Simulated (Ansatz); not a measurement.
Cl2FGeHS, SMILES `[F][Ge]([SH])([Cl])[Cl]`. Charge 0, multiplicity 1.

```xyz
6

F     0.1059   -0.1612    1.8493
Ge    0.2871    0.2527    0.1899
S    -0.2275   -1.4301   -1.0984
Cl    2.3197    0.7554   -0.1056
Cl   -0.9597    1.9459   -0.0851
H    -1.5255   -1.3627   -0.7501
```

(1) List the harmonic frequencies (cm⁻¹, unscaled) at PBE0-D4/def2-TZVP in Ansatz. (An estimate is asked.)

(2) Is this a minimum?

(3) Give the ideal-gas thermochemistry at 298.15 K and 1 bar (rigid rotor, harmonic oscillator; point group C1, symmetry number 1).

(4) Rotational constants (cm⁻¹)?

Answers

(1) Computed: 97, 125, 160, 168, 209, 216, 401, 460, 466, 724, 771, 2702.

(2) Yes, all 12 modes are real.

(3) Zero-point energy 38.9 kJ/mol; H(298) − E = 61.3 kJ/mol; entropy 373.9 J/(mol·K), of which translation 174.7, rotation 121.5, vibration 77.8; G(298) − E = -50.2 kJ/mol. Modes under 100 cm⁻¹ are hindered rotations or soft bends, so the harmonic entropy is rough.

(4) 0.0551, 0.0536, 0.03882.
